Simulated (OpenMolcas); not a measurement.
Au2+ (d9) among equal point charges was computed by CASSCF with the d shell active (OpenMolcas, ANO-RCC-VDZP on the metal). Its lowest spin-free states, and all those of the highest spin:

| 2S+1 | Degeneracy | E (cm-1) |
| --- | --- | --- |
| 2 | 2 | 0.0 |
| 2 | 1 | 3427 |
| 2 | 2 | 7267 |

Question: Is the site octahedral, tetrahedral or cube-like, axial, or of lower symmetry?

Answer: The states with 2S+1 = 2 have orbital degeneracies 2, 1, 2. There are pairs but no triples, so the site is axial: not cubic, but with a proper or improper axis of order three or more. The run had Au2+ among 6 point charges of -1 e arranged as a trigonal prism (D3h), 2 Å from the ion, with a polar angle of 45.7° against the regular 49.1°.

An orbital doublet at a regular site is open to a Jahn-Teller distortion, which this geometry leaves out. This is an electrostatic model: the charges have no orbitals. No measured value stands beside these numbers.
